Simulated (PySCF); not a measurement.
Geometries of 2 isomers of C3H8GeO2S, from PySCF, PBE0-D3(BJ)/def2-SVP geometry optimisation, gas phase. One conformer each, no zero-point energy, no frequencies.

Question: Which is lower in electronic energy at this level?
A.
```xyz
15
angstrom
C      2.313   -0.519   -0.615
S      2.135    1.279   -0.863
Ge    -0.007    1.471   -0.443
O     -0.863    0.066   -1.160
C     -1.721   -0.487   -0.184
C     -1.116   -0.232    1.200
O     -0.558    1.063    1.214
H      3.257   -0.809   -1.095
H      2.361   -0.766    0.454
H      1.481   -1.053   -1.093
H     -0.506    2.862   -0.843
H     -2.723   -0.020   -0.249
H     -1.837   -1.566   -0.374
H     -1.885   -0.304    1.986
H     -0.338   -0.990    1.421
```
B.
```xyz
15
angstrom
C      2.905    0.546   -0.044
O      1.897   -0.305    0.489
C      0.727   -0.303   -0.153
O      0.509    0.350   -1.141
Ge    -0.664   -1.410    0.744
S     -2.193    0.027    1.453
C     -2.736    0.712   -0.147
H      3.154    0.258   -1.075
H      3.779    0.429    0.607
H      2.567    1.592   -0.046
H     -0.131   -2.152    1.975
H     -1.252   -2.361   -0.313
H     -3.336   -0.018   -0.708
H     -1.879    1.036   -0.754
H     -3.362    1.584    0.086
```

Answer: A. That is `C1[O][GeH]([O]C1)[S]C`, 18.9 kcal/mol below the other.

```json
{"SMILES": "C[S][GeH]1[O]CC[O]1", "atoms numbered as above": "[CH3:1][S:2][GeH:3]1[O:4][CH2:5][CH2:6][O:7]1", "E (Eh)": "-2743.54793", "relative (kcal/mol)": "0.0", "relative (kJ/mol)": "0.0", "dipole (D)": "1.63"}
{"SMILES": "CO[C](=O)[GeH2][S]C", "atoms numbered as above": "[CH3:1][O:2][C:3](=[O:4])[GeH2:5][S:6][CH3:7]", "E (Eh)": "-2743.51781", "relative (kcal/mol)": "18.9", "relative (kJ/mol)": "79.1", "dipole (D)": "1.52"}
```

As drawn, the higher has a C=O bond and a C(=O)–O unit, which the lower lacks.
